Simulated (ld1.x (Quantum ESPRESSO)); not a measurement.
u(r) = r·R(r): atom against pseudo-atom (S)

Columns: radius, all-electron u(r) and pseudo u(r) of the 3p shell (level -9.27 eV) of sulfur in the configuration [Ne] 3s2 3p3.75; PBEsol, scalar-relativistic, TM scheme, ld1.x (Quantum ESPRESSO) 7.5.

```json
{"r (bohr)": "0.070", "all-electron": "0.1019", "pseudo": "-0.0041"}
{"r (bohr)": "0.140", "all-electron": "0.2402", "pseudo": "-0.0164"}
{"r (bohr)": "0.210", "all-electron": "0.3214", "pseudo": "-0.0365"}
{"r (bohr)": "0.280", "all-electron": "0.3363", "pseudo": "-0.0636"}
{"r (bohr)": "0.350", "all-electron": "0.2986", "pseudo": "-0.0971"}
{"r (bohr)": "0.420", "all-electron": "0.2257", "pseudo": "-0.1358"}
{"r (bohr)": "0.490", "all-electron": "0.1321", "pseudo": "-0.1787"}
{"r (bohr)": "0.560", "all-electron": "0.0289", "pseudo": "-0.2248"}
{"r (bohr)": "0.630", "all-electron": "-0.0761", "pseudo": "-0.2731"}
{"r (bohr)": "0.700", "all-electron": "-0.1778", "pseudo": "-0.3229"}
{"r (bohr)": "0.770", "all-electron": "-0.2728", "pseudo": "-0.3735"}
{"r (bohr)": "0.840", "all-electron": "-0.3593", "pseudo": "-0.4243"}
{"r (bohr)": "0.910", "all-electron": "-0.4364", "pseudo": "-0.4747"}
{"r (bohr)": "0.980", "all-electron": "-0.5040", "pseudo": "-0.5239"}
{"r (bohr)": "1.050", "all-electron": "-0.5620", "pseudo": "-0.5706"}
{"r (bohr)": "1.120", "all-electron": "-0.6106", "pseudo": "-0.6134"}
{"r (bohr)": "1.190", "all-electron": "-0.6504", "pseudo": "-0.6509"}
{"r (bohr)": "1.260", "all-electron": "-0.6818", "pseudo": "-0.6819"}
{"r (bohr)": "1.330", "all-electron": "-0.7058", "pseudo": "-0.7058"}
{"r (bohr)": "1.400", "all-electron": "-0.7229", "pseudo": "-0.7229"}
{"r (bohr)": "1.470", "all-electron": "-0.7340", "pseudo": "-0.7340"}
{"r (bohr)": "1.540", "all-electron": "-0.7398", "pseudo": "-0.7398"}
{"r (bohr)": "1.610", "all-electron": "-0.7409", "pseudo": "-0.7409"}
{"r (bohr)": "1.680", "all-electron": "-0.7379", "pseudo": "-0.7379"}
{"r (bohr)": "1.750", "all-electron": "-0.7314", "pseudo": "-0.7314"}
{"r (bohr)": "1.820", "all-electron": "-0.7221", "pseudo": "-0.7221"}
```

(1) How many radial nodes do the two functions have?

(2) At about which radius was the pseudo-wave matched?

(3) Is the pseudo-wave norm-conserving?

## Answers

(1) The all-electron 3p function has n − l − 1 = 1; the pseudo-wave has 0, since the states of the same l below it are removed with the core.

(2) 1.35 bohr. The columns agree to 0.0005 from 1.26 bohr on; several derivatives are matched, so the curves merge somewhat inside the radius.

(3) Yes: the TM scheme keeps the norm inside the radius equal to the all-electron one, which fixes the energy derivative of the logarithmic derivative at the level.
